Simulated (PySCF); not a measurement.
A side-by-side comparison of computed properties.

First species: 4-aminobenzonitrile, C7H6N2.
InChI=1S/C7H6N2/c8-5-6-1-3-7(9)4-2-6/h1-4H,9H2

Second species: C5H13PSi.
SMILES with atom numbers: `[CH2:1]=[P:2][CH2:3][Si:4]([CH3:5])([CH3:6])[CH3:7]` (hydrogens: H8, H9 on C1; H10, H11 on C3; H12, H13, H14 on C5; H15, H16, H17 on C6; H18, H19, H20 on C7)

Levels: PBE0/def2-SVPD for dipole moment, HOMO energy, LUMO energy, HOMO–LUMO gap, static isotropic polarisability and electronic spatial extent ⟨r²⟩ about the centre of nuclear charge; TDDFT PBE0/def2-SVPD for lowest singlet excitation; TDA PBE0/def2-SVPD for lowest triplet excitation (Tamm–Dancoff); GFN2-xTB for rotational constant A and rotational constant C. Geometries: GFN2-xTB. Each species is one conformer at its optimised geometry, gas phase, non-relativistic unless stated. Electronic properties by PySCF.

The conformers computed, where there is a choice (atom-mapped SMILES and torsion angles):
- `[N:1]#[C:2][c:3]1[cH:4][cH:5][c:6]([NH2:7])[cH:8][cH:9]1`: H–N7–C6–C5 166°, H–N7–C6–C5 18°
- `[CH2:1]=[P:2][CH2:3][Si:4]([CH3:5])([CH3:6])[CH3:7]`: C1–P2–C3–Si4 -91°, P2–C3–Si4–C5 -174°

```json
{"property": "dipole moment", "column X": "7.03 D", "column Y": "1.50 D"}
{"property": "HOMO energy", "column X": "-6.52 eV", "column Y": "-7.05 eV"}
{"property": "LUMO energy", "column X": "-1.00 eV", "column Y": "-1.40 eV"}
{"property": "HOMO–LUMO gap", "column X": "5.52 eV", "column Y": "5.65 eV"}
{"property": "lowest singlet excitation", "column X": "4.72 eV", "column Y": "4.54 eV"}
{"property": "lowest triplet excitation (Tamm–Dancoff)", "column X": "3.45 eV", "column Y": "2.82 eV"}
{"property": "static isotropic polarisability", "column X": "97.4 au", "column Y": "112.9 au"}
{"property": "electronic spatial extent ⟨r²⟩ about the centre of nuclear charge", "column X": "1266 bohr²", "column Y": "1392 bohr²"}
{"property": "rotational constant A", "column X": "5.627 GHz", "column Y": "2.586 GHz"}
{"property": "rotational constant C", "column X": "0.856 GHz", "column Y": "0.983 GHz"}
```

Which column belongs to which species?

Column X is the first species and column Y the second. The first has 15 atoms and 62 electrons, the second 20 and 72.

How does each property change from the first species to the second?

dipole moment -5.53 D; HOMO energy -0.53 eV; LUMO energy -0.40 eV; HOMO–LUMO gap +0.13 eV; lowest singlet excitation -0.18 eV; lowest triplet excitation (Tamm–Dancoff) -0.63 eV; static isotropic polarisability +15.5 au; electronic spatial extent ⟨r²⟩ about the centre of nuclear charge +126 bohr²; rotational constant A -3.041 GHz; rotational constant C +0.127 GHz.

On the first: No computed singlet falls in the visible range (750 to 380 nm, 1.65 to 3.26 eV); S1 lies 1.46 eV above its blue end. The polarisability is 14.43 Å³ as a volume (1 au = 0.148185 Å³), or 1.57 au for each of the 62 electrons.

On the second: No computed singlet falls in the visible range (750 to 380 nm, 1.65 to 3.26 eV); S1 lies 1.28 eV above its blue end. S1 lies 1.11 eV below the HOMO–LUMO gap; its leading configuration is HOMO−1→LUMO, weight 0.86.
